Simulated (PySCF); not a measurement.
Delta-SCF ions had no search for a lower state. Excitations are Tamm–Dancoff values on a coarser integration grid. The basis has no diffuse functions, so Rydberg states are missing or too high.

**BI$_{3}$, SMILES `IB(I)I` (charge 0, multiplicity 1)**

All values below come from PySCF 2.14.0 with TPSSh-D3(BJ)/def2-TZVP // PBE0-D3(BJ)/def2-TZVP.

```yaml
HOMO: -6.80 eV
dipole_moment: 0.00 D
HOMO–LUMO gap: 3.92 eV
LUMO: -2.88 eV
S1 excitation (TDA): 3.42 eV
S1 oscillator strength: 0.000
brightest of the four lowest singlets (TDA): 4.59 eV
T1 excitation (TDA): 3.27 eV
S1–T1 gap (TDA): 0.15 eV
vertical ionisation energy (Delta-SCF): 8.96 eV
total_energy: -917.8002 Ha
cost: around 3 core-minutes (rough)
```

```xyz
4

I      2.0897    -0.1484     0.4096
B      0.0001     0.0000     0.1527
I     -0.8629     1.8322    -0.4414
I     -1.2269    -1.6837     0.4911
```
Charge 0, spin multiplicity 1.
